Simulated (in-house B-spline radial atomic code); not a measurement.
# The bromine ion Br⁺: [Ar] 3d10 4s2 4p4

All numbers are computed (Dirac-Kohn-Sham LDA PW92, spherical fractional occupations; Fermi nucleus of rms radius 4.1629 fm) with an all-electron radial atomic-structure program (B-spline basis), not measured.

Z_r = [3n² - l(l+1)]/(2<r>); Z_e = n√(-2ε); the last column is Slater's effective charge. Values are occupation-weighted means over j. An effective charge above Z reflects the relativistic contraction of the inner shells.

```
shell  electrons   ε (eV)  <r> (bohr)    Z_r    Z_e  Slater
   1s          2   -13302      0.0428  35.05  31.27   34.70
   2s          2    -1741      0.1896  31.65  22.62   30.85
   2p          6  -1538.8      0.1655  30.22  21.27   30.85
   3s          2  -248.31      0.5524  24.44  12.82   23.75
   3p          6  -184.43      0.5647  22.14  11.05   23.75
   3d         10  -78.167      0.5904  17.79   7.19   13.85
   4s          2  -30.583        1.63  14.73   6.00    7.95
   4p          4  -17.635       1.958  11.75   4.55    7.95
```

The least bound orbital is 4p3/2 at -17.44 eV, and it is also the most diffuse (<r> = 1.971 bohr).

Spin-orbit splittings of the orbital energies (j = l + 1/2 above j = l - 1/2 when positive): 2p 47.41 eV, 3p 6.846 eV, 3d 1.088 eV, 4p 0.5854 eV.

For the 1s electron the small component carries 1.61 % of the norm, the zero-frequency Breit interaction raises the level by 21.51 eV, self-energy by 11.35 eV, and vacuum polarisation lowers it by 1.158 eV.

The density falls to 0.001 bohr⁻³ at 3.821 bohr; Σ<r²> = 31.404 bohr² gives, by the non-relativistic formula and without the paramagnetism of open shells, a Langevin diamagnetic susceptibility of -24.87×10⁻⁶ cm³/mol.
